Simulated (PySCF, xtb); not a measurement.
GeH, SMILES [GeH] (connectivity only; charge and spin as stated), charge +1, multiplicity 1.

GFN2-xTB (xtb 6.7.1) at its own geometry gives an orbital gap of 2.21 eV.

Coordinates come from a PBE0-D3(BJ)/def2-TZVPD optimisation. The spin state was assumed, not searched.

**Question.** What does B3LYP/def2-TZVPD in PySCF give? (An estimate is asked for; the answer gives what the named calculation found.)

**Answer.** gap 4.35 eV (levels -14.92 and -10.57 eV).
